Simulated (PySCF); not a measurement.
## C₆ coefficients of unlike pairs at PBE

Calculated with PySCF 2.14 from the dipole response of each species, C₆(A,B) = (3/π) ∫ α_A(iu) α_B(iu) du, in atomic units, from isotropic polarisabilities. For ions this is the dispersion term alone; charge-induced terms of lower order in 1/R come first.

| species | configuration | basis | relativity | α (bohr³) | C₆ (like pair) |
| --- | --- | --- | --- | --- | --- |
| Sn³⁺ | [Kr] 4d10 5s1 (2S) | aug-cc-pVQZ-PP with ECP28MDF (7s7p5d3f2g) | core potential | 8.709 | 31.89 |
| Al | [Ne] 3s2 3p1 (2P) | dyall-acv3z (19s12p6d4f) | spin-free X2C | 65.33 | 579.9 |
| Cr³⁺ | [Ar] 3d3 (4F) | aug-cc-pVTZ-DK (8s7p5d3f2g) | spin-free X2C | 2.211 | 5.557 |
| Ga³⁺ | [Ar] 3d10 (1S) | def2-QZVPPD (12s7p5d4f1g) | none | 1.417 | 3.026 |

Q: Estimate C₆ for Al with Sn³⁺.

A: The integral gives 117.2. The combination rule 2 C_A C_B / (C_A α_B/α_A + C_B α_A/α_B) gives 116.8 and the geometric mean 136.0.

No spin-orbit coupling is included.

The other pairs:

| pair | C₆ |
| --- | --- |
| Cr³⁺, Sn³⁺ | 12.45 |
| Cr³⁺, Al | 36.88 |
| Ga³⁺, Sn³⁺ | 8.737 |
| Ga³⁺, Al | 24.51 |
| Ga³⁺, Cr³⁺ | 4.054 |
